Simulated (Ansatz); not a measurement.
**Molecular dynamics of Si$_{16}$O**

Input file:

```yaml
accuracy: low
crystal:
  lattice:
    - [0.0, 5.43, 5.43]
    - [5.43, 0.0, 5.43]
    - [5.43, 5.43, 0.0]
  atoms:
    - { symbol: Si, position: [0.00207088, -0.01513877, 0.01649576] }
    - { symbol: Si, position: [0.12432482, 0.12560459, 0.12776431] }
    - { symbol: Si, position: [-0.00338402, 0.00027168, 0.50270963] }
    - { symbol: Si, position: [0.15315466, 0.07500612, 0.64295458] }
    - { symbol: Si, position: [0.00210134, 0.50011564, -0.00318253] }
    - { symbol: Si, position: [0.12704901, 0.60934325, 0.13668623] }
    - { symbol: Si, position: [0.0392138, 0.4465283, 0.50974378] }
    - { symbol: Si, position: [0.12373202, 0.62468654, 0.62209429] }
    - { symbol: Si, position: [0.49836026, 0.01591289, -0.01127433] }
    - { symbol: Si, position: [0.62614144, 0.12881761, 0.12165441] }
    - { symbol: Si, position: [0.50956806, 0.04746342, 0.48706164] }
    - { symbol: Si, position: [0.62148577, 0.17790787, 0.6155885] }
    - { symbol: Si, position: [0.50042741, 0.49822026, 0.00163964] }
    - { symbol: Si, position: [0.62793885, 0.6404466, 0.10795748] }
    - { symbol: Si, position: [0.49513128, 0.54950271, 0.48150335] }
    - { symbol: Si, position: [0.66825779, 0.57779826, 0.63640132] }
    - { symbol: O, position: [0.69044864, 0.81218473, 0.56040944] }
magnetization:
  spin_polarized: true
basis:
  ecutwfc: 420.0
kpoints:
  mp_grid: { grid: [2, 2, 2] }
hamiltonian:
  xc: pbe
  pseudopotentials: { kind: paw, azcp: { folder: soft_1 } }
scf:
  occupations: { method: fermi_dirac, width: 0.02 }
  lower_state_search: "off"
  max_iter: 85
md:
  timestep: 1.5
  n_steps: 160
  ensemble: nvt_langevin
  temperature: 3000.0
  initial_velocities: maxwell_boltzmann
  seed: 679134
  friction: 1.0
```

Run as:

```bash
$ ansatz run input.yaml --threads 1 --pin off --max-ram 3072MiB --backend cpu --events-out ev --progress --plain --runs-dir out
```

It starts from a relaxed structure.

Output, in part (step lines):

```
md step     0: t =     0.00 fs  T =  2823.5 K  F+E_penalty+E_count = -10738.87033743 eV  E_kin = 6.204480 eV  (12 SCF iters)
md step     1: t =     1.50 fs  T =  2435.7 K  F+E_penalty+E_count = -10738.83030492 eV  E_kin = 5.352216 eV  (7 SCF iters)
md step     2: t =     3.00 fs  T =  2093.7 K  F+E_penalty+E_count = -10738.77701757 eV  E_kin = 4.600766 eV  (7 SCF iters)
md step     3: t =     4.50 fs  T =  2924.4 K  F+E_penalty+E_count = -10738.72406438 eV  E_kin = 6.426192 eV  (7 SCF iters)
md step     4: t =     6.00 fs  T =  2907.0 K  F+E_penalty+E_count = -10738.61031026 eV  E_kin = 6.387851 eV  (7 SCF iters)
md step     5: t =     7.50 fs  T =  1952.7 K  F+E_penalty+E_count = -10738.47894505 eV  E_kin = 4.290801 eV  (7 SCF iters)
md step     6: t =     9.00 fs  T =  2828.2 K  F+E_penalty+E_count = -10738.38164089 eV  E_kin = 6.214677 eV  (7 SCF iters)
md step     7: t =    10.50 fs  T =  2892.8 K  F+E_penalty+E_count = -10738.23469439 eV  E_kin = 6.356799 eV  (7 SCF iters)
[... lines left out ...]
md step   160: t =   240.00 fs  T =  3783.4 K  F+E_penalty+E_count = -10732.76042700 eV  E_kin = 8.313828 eV  (7 SCF iters)
```

The steps, from the saved trajectory:

```tsv
time (fs)	T (K)	potential energy less start (eV)
0	2824	0.000
7.5	1953	0.391
15	3465	1.169
22.5	2965	1.280
30	2601	1.680
37.5	2435	1.972
45	3013	1.935
52.5	3292	2.025
60	2629	2.492
67.5	3999	2.729
75	3958	3.325
82.5	3821	2.838
90	2174	3.194
97.5	2670	3.296
105	3804	2.901
112.5	3421	3.808
120	3832	4.189
127.5	3291	4.814
135	3254	3.671
142.5	2728	4.168
150	3358	4.224
157.5	3481	3.934
165	3469	3.761
172.5	2846	3.684
180	3030	4.474
187.5	3183	4.252
195	2013	4.457
202.5	3329	4.822
210	2875	5.816
217.5	2573	5.740
225	3687	6.119
232.5	4176	5.745
240	3783	6.110
```

All steps were run. A run of 0.24 ps of so small a system gives no equilibrium averages. The friction is so strong that the motion is overdamped, so the time scale means little. Limits of this set-up: coarse k mesh, a small cell, in which the defect meets its images, low accuracy level.

Mean squared displacements from the first frame to the last, about the centre of mass: Si 0.11 Å², O 0.38 Å².

Last frame:

```xyz
17
Lattice="0.0000 5.4300 5.4300 5.4300 0.0000 5.4300 5.4300 5.4300 0.0000" Properties=species:S:1:pos:R:3
Si 0.053 0.295 0.186
Si 1.028 1.645 1.467
Si 2.715 2.775 0.298
Si 3.802 4.473 1.131
Si 2.782 0.286 2.527
Si 4.404 1.497 4.282
Si 4.901 2.810 2.605
Si 6.779 3.882 3.725
Si -0.406 2.569 3.018
Si 1.048 4.147 3.935
Si 2.610 5.451 3.136
Si 3.917 6.475 4.502
Si 2.487 2.772 5.375
Si 3.851 3.958 7.089
Si 5.584 5.081 5.623
Si 6.721 7.118 6.726
O 7.792 6.841 7.766
```

The run took 15 min on 1 thread of Arm Neoverse V2, on a shared host, peak memory 0.62 GiB.
